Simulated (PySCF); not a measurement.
**Structure elucidation problem**

Molecular formula: C₃H₇ClO₃Si. Simulated spectra:

1H NMR (600 MHz, computed): δ 4.38 (m, 2H), 4.19 (s, 1H), 4.03 (m, 2H), 3.83 (m, 1H), 2.28 (br s, 1H).

13C{1H} NMR (computed): δ 72.0 (CH2), 57.4 (CH).

Calculated, not measured (PySCF): GFN2-xTB geometry, NMR shieldings at PBE0/pcSseg-1/GIAO. Equivalent nuclei averaged, non-relativistic, no solvent, one conformer.

Referencing at the same level of theory: 1H, 13C against TMS.

Question: Which of these isomers gave the spectra?
A. O[Si@H]1OC[C@H](Cl)CO1
B. O[Si@H]1OC[C@@H](Cl)CO1
C. O=C(O)[SiH2]OCCCl

Answer: A. 

The formula gives 1 degree of unsaturation (1 ring in the answer). 2 carbon signals for 3 carbons: some carbons are equivalent by symmetry or fast rotation. Carbon types of the structure: 1 × CH, 2 × CH2, leaving 2 H on heteroatoms. δC 72.0: sp3 CH2 bonded to O; pulled downfield by the heteroatom. δC 57.4: sp3 CH bonded to Cl; deshielded by the electronegative neighbour. δH 4.38, 4.03: hydrogen on an sp3 CH2 bonded to O; its carbon carries O, hence the downfield position. δH 3.83: hydrogen on an sp3 CH bonded to Cl; its carbon carries Cl, hence the downfield position. δH 2.28: hydrogen on an oxygen bonded to Si; exchangeable, gas-phase position.

The others: O=C(O)[SiH2]OCCCl would give 3 carbon signals, not 2; O[Si@H]1OC[C@@H](Cl)CO1 has carbons computed at 71.3, 64.7.

The OH or NH signal is concentration- and solvent-dependent in practice; the value given is the gas-phase one. Carbons that carry Cl, above all several Cl atoms, come out too deshielded, partly because spin–orbit coupling is missing. Shifts are as computed. Against solution values, carbons near 30 ppm lie about +3 ppm off and those near 130 ppm about +5 ppm; carbons on Cl a further +6 ppm. Of 1309 compounds with measured shifts, 239 miss one by over three times the rms of a fit or turn the order of signals round; such compounds aren't used in these exercises. No couplings were computed; multiplicities are counted from neighbouring protons, with m where these are inequivalent, close in shift, in a saturated or five-membered ring or joined by F or P, and br s for small geminal =CH2 splittings.
